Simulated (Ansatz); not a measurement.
`C[CH2][AlH][SeH]`, charge 0, multiplicity 1.

Give a relaxed structure at PBE0-D4/def2-TZVP (the Gaussian-basis code of Ansatz). (Estimate.)

The calculation gave: 
```xyz
11

C     0.425   -0.347    1.241
C     0.840   -0.407   -0.227
Al   -0.388    0.360   -1.542
Se   -2.398    1.321   -0.888
H     0.282    0.683    1.578
H     1.175   -0.800    1.896
H    -0.516   -0.876    1.416
H     1.808    0.092   -0.371
H     1.020   -1.446   -0.532
H    -0.107    0.381   -3.101
H    -2.141    1.040    0.531
```
Point group Cs.
This is one stationary point; other conformers may exist.
